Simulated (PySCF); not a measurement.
Compound: Si(vinyl)2(OtBu)2, C12H24O2Si.
Geometry (PBE0-D3(BJ)/def2-SVP, Å), atoms numbered from 1 in this order:
```
atom  x, y, z in Å
Si1    0.6376    0.4778    0.4071
C2     0.6978    0.5063    2.2727
C3     1.7176    1.0281    2.9649
H4    -0.1387    0.0698    2.8358
H5     2.5817    1.4793    2.4628
H6     1.7406    1.0373    4.0607
C7     2.3287    0.8370   -0.2910
C8     2.5395    1.8202   -1.1742
H9     3.1894    0.2363    0.0329
H10    1.7119    2.4507   -1.5164
H11    3.5325    2.0364   -1.5853
O12   -0.3368    1.6616   -0.2122
C13   -1.7490    1.7444   -0.3734
C14   -2.4611    1.1023    0.8145
C15   -2.0737    3.2306   -0.4512
C16   -2.1245    1.0353   -1.6717
H17   -3.5528    1.1888    0.7071
H18   -2.2090    0.0327    0.8809
H19   -2.1671    1.5963    1.7531
H20   -1.7684    3.7342    0.4779
H21   -3.1511    3.3936   -0.6041
H22   -1.5270    3.6926   -1.2866
H23   -1.8507   -0.0274   -1.6098
H24   -1.5796    1.4847   -2.5154
H25   -3.2042    1.1166   -1.8700
O26   -0.0163   -0.9765   -0.0774
C27    0.5253   -2.2761   -0.2686
C28    1.4774   -2.6330    0.8700
C29   -0.6662   -3.2261   -0.2767
C30    1.2483   -2.3132   -1.6122
H31    1.8687   -3.6541    0.7468
H32    2.3378   -1.9466    0.9005
H33    0.9608   -2.5737    1.8393
H34   -1.1989   -3.1721    0.6843
H35   -0.3460   -4.2656   -0.4433
H36   -1.3683   -2.9428   -1.0745
H37    2.0911   -1.6063   -1.6213
H38    0.5576   -2.0275   -2.4194
H39    1.6377   -3.3205   -1.8247
```

Method: PBE0-D3(BJ)/def2-SVP geometry optimisation, gas phase (PySCF 2.14.0).

Take the most abundant isotopes and a rigid rotor. The values belong to one conformer.

Question: Give the principal moments of inertia and the rotational constants in MHz.

Answer: Ia = 820.94, Ib = 1197.94, Ic = 1404.09 u·Å²; 505379 MHz·u·Å²/I gives A = 615.6, B = 421.9, C = 359.9 MHz.

Question: What kind of rotor is it?

Answer: An asymmetric top; Ray's κ = -0.515.

Question: What does the inertial defect say?

Answer: Not planar: Δ = Ic − Ia − Ib = -614.79 u·Å². For a rigid frame Δ = −2 Σ m c², so Σ m c² = 307.40 u·Å² lies off the ab plane: 68.28 from hydrogen and 239.12 from heavier atoms. The atom farthest from that plane is 3.24 Å away.

Question: Give the other two planar moments, Paa and Pbb, and the rms extents of the mass along the axes.

Answer: Paa = Σ m a² = (Ib + Ic − Ia)/2 = 890.54 and Pbb = Σ m b² = (Ia + Ic − Ib)/2 = 513.54 u·Å². With the mass M = 228.15 u, the rms extents √(P/M) along a, b and c are 1.98, 1.50, 1.16 Å.

Question: List the rotational levels J(Ka,Kc) to J = 4 (MHz).

Answer: Above 0(0,0):
J = 1: 1(0,1) 782, 1(1,1) 976, 1(1,0) 1037
J = 2: 2(0,2) 2333, 2(1,2) 2477, 2(1,1) 2663, 2(2,1) 3244, 2(2,0) 3257
J = 3: 3(0,3) 4631, 3(1,3) 4723, 3(1,2) 5093, 3(2,2) 5590, 3(2,1) 5650, 3(3,1) 6720, 3(3,0) 6722
J = 4: 4(0,4) 7654, 4(1,4) 7705, 4(1,3) 8313, 4(2,3) 8707, 4(2,2) 8870, 4(3,2) 9869, 4(3,1) 9880, 4(4,1) 11423, 4(4,0) 11423
The levels of one J sum to (2J + 1)J(J + 1)(A + B + C)/3.

Question: Which lines would a microwave search look for?

Answer: The dipole components are |μa| = 1.08 D, |μb| = 0.10 D, |μc| = 0.29 D. Intensities carry the squares of the components, which stand as 1.00 : 0.01 : 0.07 (a : b : c). Some lines, for components of 0.1 D or more:

```tsv
type	branch	J(Ka,Kc)	MHz	lower level (cm⁻¹)
a	Q	3(1,2) ← 3(1,3)	370	0.158
c	Q	4(2,3) ← 4(1,3)	394	0.277
c	Q	3(2,2) ← 3(1,2)	497	0.170
b	Q	4(2,2) ← 4(1,3)	557	0.277
a	R	1(0,1) ← 0(0,0)	782	0.000
b	R	1(1,1) ← 0(0,0)	976	0.000
b	Q	4(2,3) ← 4(1,4)	1002	0.257
b	Q	4(3,2) ← 4(2,3)	1162	0.290
b	R	3(0,3) ← 2(1,2)	2154	0.083
c	R	2(2,1) ← 1(1,1)	2269	0.033
b	R	2(2,0) ← 1(1,1)	2281	0.033
b	R	3(1,3) ← 2(0,2)	2390	0.078
a	R	3(1,2) ← 2(1,1)	2429	0.089
a	R	4(0,4) ← 3(0,3)	3024	0.154
c	R	3(2,2) ← 2(1,2)	3112	0.083
a	R	4(1,3) ← 3(1,2)	3220	0.170
b	R	4(3,2) ← 3(2,1)	4219	0.188
b	R	4(3,1) ← 3(2,2)	4290	0.186
```

PBE0-D3(BJ)/def2-SVP frequencies: not computed here. No vibrational averaging or centrifugal distortion is included, and the geometry carries the error of its method. A rigid rotor knows nothing of internal rotation, which can split or shift real lines.
